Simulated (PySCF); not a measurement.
In(OH)(SH)2 (H3InOS2), SMILES [SH][In]([OH])[SH].

Geometry optimised at B3LYP-D3(BJ)/def2-SVP. The structure was generated by enumeration; whether it is a known compound was not checked. The def2 effective core potentials stand for the cores of In; spin–orbit coupling is left out. One conformer was computed; it need not be the lowest.

Level of theory: B3LYP/def2-TZVP run with PySCF.

Computed frontier levels, gap, dipole moment and polarisability:
```
Quantity                                                                                                         Value
---------------------------------------------------------------------------------------------  -----------------------
highest occupied level                                                                                        -7.37 eV
lowest empty level                                                                                            -2.34 eV
orbital gap                                                                                                    5.03 eV
dipole moment                                                                                                   1.87 D
quadrupole, principal values (traceless, Buckingham form, about the centre of nuclear charge)  -11.14, 1.06, 10.08 D·Å
mean static polarisability                                                                       81.9 bohr³ (12.14 Å³)
polarisability, principal values                                                               54.0, 82.1, 109.6 bohr³
```
